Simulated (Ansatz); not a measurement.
**Low-lying states of SeO**

Computed with Ansatz's Gaussian-basis code (development build). State-averaged CASSCF with equal weights; occupations are averaged over the states; levels count from the state that is lowest in CASSCF. CASSCF levels without dynamic correlation can be off by over 1 eV. Solutions may break the symmetry of the shape. Lower solutions, or ones in other orbitals, may exist. The average may hold one member of a degenerate pair alone.

Geometry: bond length 1.6480 Å.

Basis cc-pVTZ, nonrelativistic, 10 orbitals frozen in the corrections; active space CAS(4,4). Averaged: 1 singlet, 1 triplet, 1 quintet.

Problem. Give the levels in order, with their spins.

Solution. 

```csv
state,CASSCF (eV)
singlet,0.000
triplet,0.126
quintet,4.984
```

Occupations: 1.57, 1.33, 0.77, 0.34.

Same geometry.

Basis cc-pVTZ, nonrelativistic, 10 orbitals frozen in the corrections; active space CAS(4,4). Averaged: 3 triplets.

Problem. Give the levels in order.

Solution. 

| state | CASSCF (eV) |
| --- | --- |
| triplet | 0.000 |
| triplet | 2.081 |
| triplet | 3.545 |

Occupations: 1.55, 1.33, 0.78, 0.34.

Same geometry.

Basis cc-pVTZ, nonrelativistic, 10 orbitals frozen in the corrections; active space CAS(4,4). Averaged: 1 triplet, 1 quintet.

Problem. Give the levels in order, with their spins.

Solution. 

```csv
state,CASSCF (eV)
triplet,0.000
quintet,4.822
```

Occupations: 1.50, 1.00, 1.00, 0.50.
